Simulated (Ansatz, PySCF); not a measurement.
The pair A = SiH4 (SMILES [SiH4]) (first 5 atoms), B = PH3 (SMILES P); geometry from B3LYP-D3(BJ)/def2-TZVP.
(charge 0, multiplicity 1):
```csv
atom,x (Å),y (Å),z (Å)
Si,-0.2272,-0.0171,0.0045
H,-0.5467,1.3454,0.4845
H,-1.1557,-0.9899,0.6214
H,1.1644,-0.3583,0.3739
H,-0.3711,-0.0660,-1.4688
P,0.1683,0.1178,4.0995
H,0.8747,0.9822,3.2247
H,0.4624,-1.0372,3.3307
H,-1.0728,0.3370,3.4493
```

Cores are frozen in the correlated methods. CBS(a, b) extrapolates the correlation energy as X⁻³ and adds the Hartree–Fock energy of set b. MP2 and its Hartree–Fock in aug-cc-pV(T+d)Z are density fitted.

The values were computed with Ansatz (a program for electronic structure) with Gaussian orbitals; PySCF for the dispersion terms. 

The monomers are drawn apart, rigid, along the line of their centres of mass. Counterpoise-corrected interaction energies (kcal/mol):

```csv
level,R = 5.695 Å,R = 7.341 Å
PBE-D3(BJ)/def2-TZVPPD,-0.2987,-0.0474
wB97M-V/def2-TZVPPD,-0.2202,-0.0392
"MP2/CBS(aug-cc-pV(D+d)Z, aug-cc-pV(T+d)Z) + ΔCCSD(T)/aug-cc-pV(D+d)Z",-0.2158,-0.0396
```

**Question.** R is the distance of the centres of mass. Find the local exponent m of E ∝ R⁻ᵐ between the two points.

**Answer.** 
m = ln(E₁/E₂)/ln(R₂/R₁): PBE-D3(BJ)/def2-TZVPPD 7.2; wB97M-V/def2-TZVPPD 6.8; MP2/CBS(aug-cc-pV(D+d)Z, aug-cc-pV(T+d)Z) + ΔCCSD(T)/aug-cc-pV(D+d)Z 6.7. For scale, two fixed dipoles give m = 3, dipole and quadrupole 4, quadrupoles 5, and dispersion or dipole-induced dipole 6 at long range; at these distances several terms mix, and what is left of overlap and damping shifts m, so it need not match one of them.
